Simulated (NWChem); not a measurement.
# PbI cation, singlet; SMILES [I][Pb+]

All runs: NWChem. Low-valent species are run as closed-shell singlets; no triplet was tried in these runs. All runs use the structure optimised with PBE-D3(BJ)/def2-SVP. def2 effective core potentials on I, Pb; no spin-orbit coupling. Level M06-L/def2-SVP: energy and gradient on several grids; changes count from the extra-fine grid, which is no exact limit either.

Problem. Which is the coarsest grid (xfine; fine; medium; coarse; xcoarse) from which on the energy stays within 100 μHa and each gradient component within 200 μHa/bohr of xfine?

Solution. xcoarse.
| grid | size of the energy change (μHa) | largest change of a gradient component (μHa/bohr) |
|---|---|---|
| xcoarse | 20 | 60 |
| coarse | 10 | < 30 |
| medium | < 10 | < 30 |
| fine | < 10 | < 30 |
| xfine | < 10 | < 30 |
